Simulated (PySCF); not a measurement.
## From orbital energies to excitation energies

Compound: H8OS2Si3.
SMILES: `[SiH3]O[SiH2]S[SiH2]S`

The calculation used TDDFT B3LYP/def2-SVPD, vertical, gas phase, core orbitals frozen in the response (PySCF 2.14.0, density-fitted response routines). Geometry: GFN2-xTB, one conformer, isolated molecule. Torsions of this conformer, `[SiH3:1][O:2][SiH2:3][S:4][SiH2:5][SH:6]`: Si1–O2–Si3–S4 -10°, O2–Si3–S4–Si5 180°, Si3–S4–Si5–S6 179°, H–S6–Si5–S4 0°.

Orbital energies (eV): HOMO-3 -8.69, HOMO-2 -8.47, HOMO-1 -7.31, HOMO -7.28, LUMO -0.95, LUMO+1 -0.68, LUMO+2 -0.06.

Computed singlets:

```
state  E (eV)       f
   S1    5.29  0.0002
   S2    5.35  0.0005
   S3    5.59  0.0002
   S4    5.64   0.013
   S5    6.23   0.014
   S6    6.43   0.014
   S7    6.46  0.0017
   S8    6.61  0.0009
```

Question: Which orbital pair leads each of S1, S2, S3 and S4, and how does its energy difference Δε compare with the excitation energy?

Answer: 

```
state  leading configuration  weight  Δε (eV)  E (eV)  E − Δε (eV)       f      other configurations
   S1              HOMO→LUMO    0.97     6.33    5.29        -1.04  0.0002                         –
   S2            HOMO-1→LUMO    0.77     6.36    5.35        -1.01  0.0005             H-1→L+1 (15%)
   S3            HOMO→LUMO+1    0.87     6.61    5.59        -1.02  0.0002              H-1→L+1 (9%)
   S4          HOMO-1→LUMO+1    0.75     6.63    5.64        -0.99   0.013  H-1→L (13%), H→L+1 (11%)
```

E − Δε runs from -1.04 to -0.99 eV. Among themselves, these states come in the order of their orbital differences.

H and L stand for HOMO and LUMO. The other states: S5 6.23 eV, f 0.014, H→L+3 (72%), H→L+2 (25%); S6 6.43 eV, f 0.014, H-1→L+3 (80%), H-1→L+2 (15%); S7 6.46 eV, f 0.0017, H→L+2 (70%), H→L+3 (25%); S8 6.61 eV, f 0.0009, H-1→L+2 (72%), H-1→L+3 (13%), H-1→L (9%).

Question: Which computed triplets share their leading configuration (75% or more) with a singlet, and how far apart are the partners?

Answer: 

```csv
configuration,triplet,E(T) (eV),singlet,E(S) (eV),E(S) − E(T) (eV)
HOMO→LUMO,T2,5.15,S1,5.29,+0.14
```

The 3 triplets are Tamm–Dancoff values, the singlets full response.

Summed over the main configurations (up to three a state, each over 8%) of all 8 singlets, the electron leaves HOMO with weight 3.87 and HOMO-1 with weight 3.76.

The run took 98 s wall on Intel Xeon at 2.50 GHz, one thread, no GPU, shared host with 64 logical CPUs at a one-minute load of 56, and the process peaked at 0.86 GiB of memory.
